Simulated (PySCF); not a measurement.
Cartesian coordinates in Å; atom numbers follow the order of the lines, from 1:
```xyz
14

C     2.5453   -0.1323    0.5862
C     1.2008    0.5524    0.4768
O     1.0306    1.7439    0.5295
N     0.1678   -0.3420    0.3077
C    -1.1350    0.0280    0.1790
C    -2.0842    0.9166    0.1225
C    -2.5054   -0.5271   -0.0172
H     2.7484   -0.7076   -0.3149
H     3.3186    0.6193    0.7117
H     2.5573   -0.8037    1.4428
H     0.3724   -1.3313    0.2718
H    -2.4131    1.9227    0.1449
H    -2.7958   -0.9142   -0.9899
H    -3.0083   -1.0252    0.8068
```

Geometry: GFN2-xTB; GIAO shifts from PySCF, gas phase, non-relativistic, averaged over equivalent atoms.

At BLYP/pcSseg-1 (154 basis functions, 26 s wall time on 1 thread of an Arm Neoverse V1, shared host):
```
    atoms  δ (ppm)
       C2    165.4
       C5    117.2
       C6     83.2
       C1     25.1
       C7     11.0
       O3    481.8
       N4    161.8
      H11     6.93
      H12     5.78
H8/H9/H10     2.02
  H13/H14     1.34
```

Shifts are taken against calculated references (same method and geometry level): ¹³C (σref 178.05) and ¹H (σref 31.80) against TMS; ¹⁷O (σref 335.56) against H2O; NH3 for ¹⁵N (σref 265.08).

What do these become at wB97X/pcSseg-1?

Answers


```json
{"atoms": "C2", "δ at wB97X/pcSseg-1": "171.6", "change": "+6.2"}
{"atoms": "C5", "δ at wB97X/pcSseg-1": "121.1", "change": "+3.9"}
{"atoms": "C6", "δ at wB97X/pcSseg-1": "84.5", "change": "+1.3"}
{"atoms": "C1", "δ at wB97X/pcSseg-1": "25.6", "change": "+0.5"}
{"atoms": "C7", "δ at wB97X/pcSseg-1": "7.8", "change": "-3.2"}
{"atoms": "O3", "δ at wB97X/pcSseg-1": "470.6", "change": "-11.2"}
{"atoms": "N4", "δ at wB97X/pcSseg-1": "143.1", "change": "-18.7"}
{"atoms": "H11", "δ at wB97X/pcSseg-1": "6.69", "change": "-0.24"}
{"atoms": "H12", "δ at wB97X/pcSseg-1": "6.01", "change": "+0.23"}
{"atoms": "H8/H9/H10", "δ at wB97X/pcSseg-1": "2.04", "change": "+0.02"}
{"atoms": "H13/H14", "δ at wB97X/pcSseg-1": "1.30", "change": "-0.04"}
```

Referencing at the same level of theory: ¹³C (189.62 ppm) and ¹H (31.81 ppm) against TMS; ¹⁷O (337.45 ppm) against H2O; NH3 for ¹⁵N (268.57 ppm).

The largest change is at N4 (amide-type nitrogen). Cost: 154 basis functions, 18 s wall time on 1 thread of an Arm Neoverse V1, shared host. The order of the carbon signals is the same at both levels.

The C=O carbon of an acid or of an amide with N–H lies up to 10 ppm further downfield in solution, through hydrogen bonding that the calculation lacks. Unscaled 17O shifts of doubly bonded oxygen tend to come out too high, by tens of ppm or more. Experimental scales use liquid or dissolved standards, which lie at an offset from isolated NH3 (liquid NH3: subtract about 20 ppm) and H2O (liquid H2O: subtract about 36 ppm). Unscaled 15N shifts of sp2 nitrogen come out 20 to 40 ppm too high even then.
